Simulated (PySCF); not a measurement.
# Electron correlation in P²⁺ (phosphorus, charge +2)

[Ne] 3s2 4s1, 2S determinant (an excited configuration). All numbers are calculated (PySCF 2.14, no relativity, point nucleus, in aug-cc-pV(D+d)Z (5s4p3d, 32 functions)). Frozen: [Ne]; 3 electrons correlated.

```tsv
level	correlation energy (mhartree)
CCSD	-58.71
(T)	-1.54
CCSD(T)	-60.25
CCSDT	-60.94
```

Diagnostics: T1 = 0.010, D1 = 0.0249, largest double amplitude 0.107.

Q: Is a single reference adequate?

A: Mostly. T1 lies below 0.03, but a double amplitude of this size points to a near-degeneracy that CCSD handles and MP2 describes poorly.
